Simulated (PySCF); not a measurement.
Isomers of C4H11ClOSi2, one conformer each; single-point electronic energies without zero-point terms and without any empirical dispersion term.

Computed with PySCF at PBE0/pcSseg-1, non-relativistic, each on one gas-phase PBE0-D3(BJ)/def2-SVP geometry that isn't relaxed in the solvent. The solvent is an IEF-PCM continuum (cavity from Bondi-type radii × 1.2). The model holds no explicit solvent molecules, cavitation or dispersion.

```json
{"isomer": "`[SiH2]1O[Si@@](CCl)(CC1)C`", "relative energy, gas (kcal/mol)": "0.0", "dipole (D)": "1.25"}
{"isomer": "`C1C[Si@](Cl)(OC1)C[SiH3]`", "relative energy, gas (kcal/mol)": "1.9", "dipole (D)": "3.14"}
{"isomer": "`O([SiH3])[Si@@H](Cl)CC1CC1`", "relative energy, gas (kcal/mol)": "4.1", "dipole (D)": "1.62"}
{"isomer": "`ClC[SiH2]O[SiH2]C1CC1`", "relative energy, gas (kcal/mol)": "37.1", "dipole (D)": "2.66"}
```

Question: How do the relative energies look in acetonitrile (ε = 35.69)?

Answer: 
```
                      isomer  relative energy, solvent (kcal/mol)  E(solvent) − E(gas) (kcal/mol)  dipole in solvent (D)
 `[SiH2]1O[Si@@](CCl)(CC1)C`                                  0.0                            -4.2                   1.57
  `C1C[Si@](Cl)(OC1)C[SiH3]`                                  1.3                            -4.7                   4.27
`O([SiH3])[Si@@H](Cl)CC1CC1`                                  5.6                            -2.7                   2.10
     `ClC[SiH2]O[SiH2]C1CC1`                                 38.0                            -3.3                   3.24
```

The order is unchanged. Conformers: `[CH3:1][Si@:2]1([CH2:3][Cl:4])[CH2:5][CH2:6][SiH2:7][O:8]1` with C1–Si2–C3–Cl4 -67°, C1–Si2–C5–C6 -93°, Si2–C5–C6–Si7 -33°, C5–C6–Si7–O8 28°, C6–Si7–O8–Si2 -10°; `[SiH3:1][CH2:2][Si@:3]1([Cl:4])[CH2:5][CH2:6][CH2:7][O:8]1` with Si1–C2–Si3–Cl4 -70°, C2–Si3–C5–C6 -145°, Si3–C5–C6–C7 38°, C5–C6–C7–O8 -37°, C6–C7–O8–Si3 16°; `[SiH3:1][O:2][Si@@H:3]([Cl:4])[CH2:5][CH:6]1[CH2:7][CH2:8]1` with Si1–O2–Si3–Cl4 -15°, O2–Si3–C5–C6 -179°, Si3–C5–C6–C7 -155°; `[Cl:1][CH2:2][SiH2:3][O:4][SiH2:5][CH:6]1[CH2:7][CH2:8]1` with Cl1–C2–Si3–O4 180°, C2–Si3–O4–Si5 166°, Si3–O4–Si5–C6 132°, O4–Si5–C6–C7 152°. `C1C[Si@](Cl)(OC1)C[SiH3]` gains most from the continuum, and it has the largest gas-phase dipole. The gains span 2.0 kcal/mol, the gas-phase energies 37.1 kcal/mol.
